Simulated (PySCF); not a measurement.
# Ru²²⁺: ionisation energy

Ru²²⁺ [Ar] 3d4 [3d3/2^4, M_J = 0] → Ru²³⁺ [Ar] 3d3 [3d3/2^3, M_J = 3/2], as a difference of total energies. All numbers are calculated (PySCF 2.14, the two-component X2C-1e Hamiltonian, in an even-tempered Gaussian basis (17 s from 2.7 bohr⁻², ratio 2.8; 12 p from 3.5 bohr⁻², ratio 2.8; 8 d from 3.5 bohr⁻², ratio 2.8; 4 f from 12 bohr⁻², ratio 3)). Correlated levels: [Ne] frozen; the 76 highest virtual spinors dropped. "Screened" scales the spin-orbit matrix elements by Boettger's factors to mimic the two-electron term; Breit and QED terms are absent.

```tsv
method	ionisation energy (eV)
GHF (spin-free)	1048.2
GMP2 (spin-free)	1048.5
```

Breit and QED terms and the two-electron picture change are absent.

The spin-free rows relax to the high-spin LS determinant and lack the spin-orbit shift.

The labels give the starting determinants; with spin-orbit coupling the two ends relaxed to ⟨J²⟩ = 2.31, ⟨L²⟩ = 5.19, ⟨S²⟩ = 5.19.

The determinant of Ru²²⁺ mixes levels of different J (the jj label is only the starting occupation), so the difference between spin-free and spin-orbit rows is not the physical spin-orbit shift.

For comparison: 1048 ± 4 eV (theoretical estimate listed by NIST; NIST Atomic Spectra Database, ionization energies).
